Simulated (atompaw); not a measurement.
## An all-electron radial function and its pseudo partner (Ce (Z = 58))

Columns: radius, all-electron u(r) and pseudo u(r) of the 6s shell (level -3.77 eV) of cerium in the configuration [Kr] 4d10 5s2 4f1 5p6 5d1 6s2 6p0; PBEsol, scalar-relativistic, PAW (atompaw) scheme, atompaw 4.2.0.5.

```csv
r (bohr),all-electron,pseudo
0.150,-0.0626,0.0266
0.300,-0.0208,0.0532
0.450,0.1524,0.0798
0.600,0.1230,0.1065
0.750,-0.0174,0.1333
0.900,-0.1544,0.1601
1.050,-0.2382,0.1870
1.200,-0.2621,0.2140
1.350,-0.2368,0.2409
1.500,-0.1775,0.2678
1.650,-0.0980,0.2947
1.800,-0.0097,0.3213
1.950,0.0795,0.3477
2.100,0.1644,0.3736
2.250,0.2418,0.3989
2.400,0.3101,0.4234
2.550,0.3687,0.4469
2.700,0.4178,0.4689
2.850,0.4579,0.4892
3.000,0.4897,0.5073
3.150,0.5140,0.5228
3.300,0.5315,0.5353
3.450,0.5431,0.5443
3.600,0.5494,0.5496
3.750,0.5510,0.5510
3.900,0.5486,0.5486
```

Question: How many radial nodes do the two functions have?

Answer: The all-electron 6s function has n − l − 1 = 5 (the table is too coarse to show those close to the nucleus); the pseudo-wave has 0, since the states of the same l below it are removed with the core.

Question: Is the pseudo-wave norm-conserving?

Answer: No, it belongs to a PAW set: the norm inside the radius is not constrained, and the difference is carried by the augmentation charge.
